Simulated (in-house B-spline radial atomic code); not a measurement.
Values are calculated unless marked as measured or tabulated.
Stopping and range of 80 keV W in InAs

The pair potential comes from two frozen, spherical free-atom densities (PBE, B-spline radial code, scalar-relativistic past argon): electrostatics plus the change in Thomas-Fermi kinetic and Dirac exchange energy where they overlap, the recipe behind the universal ZBL potential, which averages such potentials (from solid-state densities) over many pairs. It is written V = (Z1 Z2 e²/r) φ(r/a), with e² = 14.3996 eV·Å and a = 0.46850 Å/(Z1^0.23 + Z2^0.23); ZBL's fit is φ = 0.18175 e^(−3.1998x) + 0.50986 e^(−0.94229x) + 0.28022 e^(−0.4029x) + 0.02817 e^(−0.20162x). Where φ falls below 4e-4 it is continued as an exponential.

The target is taken as amorphous, with density 5.68 g/cm³ (NSM archive of the Ioffe Institute); channelling is ignored. Masses: W 183.84, In 114.82, As 74.92 u. Nuclear stopping is S_n = 4π a Z1 Z2 e² M1/(M1 + M2) × s_n(ε), with s_n integrated over impact parameters for each pair. Electronic stopping is Lindhard and Scharff's S_e = Z1^(1/6) 8π e² a0 Z1 Z2/(Z1^(2/3) + Z2^(2/3))^(3/2) × v/v0, with a0 = 0.529177 Å and v = v0 at 24.801 keV/u; it misses the oscillations with Z1 seen in experiment, which reach tens of per cent. Compounds add by atom fraction.

```csv
target atom,a (Å),ε at this energy,"s_n, this pair","s_n, ZBL potential"
In,0.09117,0.0537,0.2715,0.2796
As,0.09511,0.06265,0.2837,0.2897
```

(1) What are the atom density and the stopping powers at entry?

Along the track:

```json
{"E (keV)": "4", "N S_n (eV/nm)": "1110", "N S_e (eV/nm)": "78.7"}
{"E (keV)": "12", "N S_n (eV/nm)": "1800", "N S_e (eV/nm)": "136"}
{"E (keV)": "24", "N S_n (eV/nm)": "2330", "N S_e (eV/nm)": "193"}
{"E (keV)": "40", "N S_n (eV/nm)": "2760", "N S_e (eV/nm)": "249"}
{"E (keV)": "60", "N S_n (eV/nm)": "3100", "N S_e (eV/nm)": "305"}
{"E (keV)": "80", "N S_n (eV/nm)": "3330", "N S_e (eV/nm)": "352"}
```

(2) Estimate the path length and the projected range.

Results:

(1) N = 5.68 × 0.602214/94.87 = 0.03606 atoms/Å³. For In: S_n = 36820 × 0.2715 = 9996 eV·Å², S_e = 3.8576 × √80000 = 1091 eV·Å². For As: S_n = 29860 × 0.2837 = 8472 eV·Å², S_e = 3.0429 × √80000 = 860.6 eV·Å². Averaged over the target's atoms (half each) and times N × 10 Å/nm, the ion loses N S_n = 3330 eV/nm to recoils and N S_e = 352 eV/nm to electrons; the nuclear share is 90 %.

(2) With continuous slowing down the path is the integral of dE/(N (S_n + S_e)). Trapezoids over the table give 28.7 nm, and the stretch below the first row, with stopping taken as √E, adds 2E/(N S) = 6.7 nm: 35.4 nm in all, against 35 nm on a fine grid from 5 eV. Deflections shorten the depth: to first order in the energy passed on, N (S_n + S_e) dR_p/dE = 1 − N S_n (M2/M1) R_p/(2E), summed over the target's atoms, and integrating this on the fine grid gives R_p = 24.4 nm, 0.70 of the path. Lindhard's rule of thumb R/(1 + M2/3M1), with mean M2/M1 = 0.52, gives 29.9 nm. On the ZBL potential the same equation gives 23.8 nm, and the full integral equation, which keeps hard collisions, 24.5 nm.
